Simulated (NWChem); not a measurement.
C₃H₇FSi; SMILES C(F)(=C)C[SiH3]

```xyz
12

C      1.0242    -1.9690    -0.2958
C      0.1367    -1.0333     0.0285
F     -1.1540    -1.1717    -0.3827
C      0.3446     0.2342     0.7880
Si    -0.1103     1.8032    -0.2053
H      0.7329    -2.8346    -0.8799
H      2.0565    -1.8818     0.0213
H      1.3895     0.3045     1.1080
H     -0.2739     0.2290     1.6970
H      0.5251     1.7592    -1.5483
H     -1.5804     1.9358    -0.3641
H      0.3956     2.9941     0.5311
```
Atoms are numbered in this order, from 1.

Level: B3LYP/6-31G* (spherical d) (NWChem), optimised geometry, unscaled harmonic frequencies. 

```csv
frequency (cm⁻¹),IR intensity (km/mol)
55,0.7
119,0.2
157,0.5
371,1.5
454,10.1
529,9.8
536,13.1
595,4.5
746,2.2
767,12.0
857,48.2
865,21.8
889,58.9
936,254.7
952,51.0
961,53.6
968,30.1
1160,29.9
1234,11.9
1310,80.5
1438,3.6
1476,12.7
1754,109.1
2245,132.8
2260,122.7
2271,139.5
3039,7.9
3112,5.2
3199,0.1
3287,4.0
```

```
Property                                                                           Result
-----------------------------------------------------------------------  ----------------
zero-point energy                                                           55.1 kcal/mol
thermal correction to the enthalpy at 298.15 K (with zero-point energy)     59.9 kcal/mol
heat capacity Cv                                                         23.6 cal/(mol K)
entropy at 298.15 K and 1 atm (symmetry number 1)                        81.4 cal/(mol K)
dipole moment                                                                      1.48 D
```

Rigid rotor and harmonic oscillator; modes under 100 cm⁻¹ make the entropy uncertain.
